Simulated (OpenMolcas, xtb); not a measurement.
# How methods differ on SiH2O2F (SMILES O[Si](O)F)

SiH2O2F has 6 atoms, charge 0, and is taken as a doublet. As SMILES, `O[Si](O)F`. The coordinates come from a PBE0-D4/def2-TZVP relaxation. This is one conformer, not always the lowest.

```xyz
6

O    -0.8873    1.0320   -0.6263
Si    0.3829    0.0262   -0.4465
O     0.3463   -0.5607    1.0834
F     0.1594   -1.1339   -1.5163
H    -1.0516    1.6588    0.0811
H     1.0923   -1.0866    1.3785
```

Quantity: the dipole moment, in D. The values are calculated.

```json
{"level": "GFN0-xTB", "kind": "semi-empirical", "program": "xtb", "value (D)": "3.44", "CPU time": "under 2 s"}
{"level": "UHF/aug-cc-pVDZ", "kind": "Hartree–Fock", "program": "OpenMolcas", "value (D)": "2.83", "CPU time": "16 s"}
{"level": "USVWN5/aug-cc-pVDZ", "kind": "LDA", "program": "OpenMolcas", "value (D)": "2.46", "CPU time": "32 s"}
{"level": "UBLYP/aug-cc-pVDZ", "kind": "GGA", "program": "OpenMolcas", "value (D)": "2.42", "CPU time": "53 s"}
{"level": "UTPSS/aug-cc-pVDZ", "kind": "meta-GGA", "program": "OpenMolcas", "value (D)": "2.41", "CPU time": "65 s"}
{"level": "UB3LYP/aug-cc-pVDZ", "kind": "global hybrid", "program": "OpenMolcas", "value (D)": "2.54", "CPU time": "54 s"}
```

The values span 2.41 to 3.44 D. Magnitudes only. Times are those of the runs behind each value, whatever else they computed, on shared processors of several kinds: orders of magnitude only.
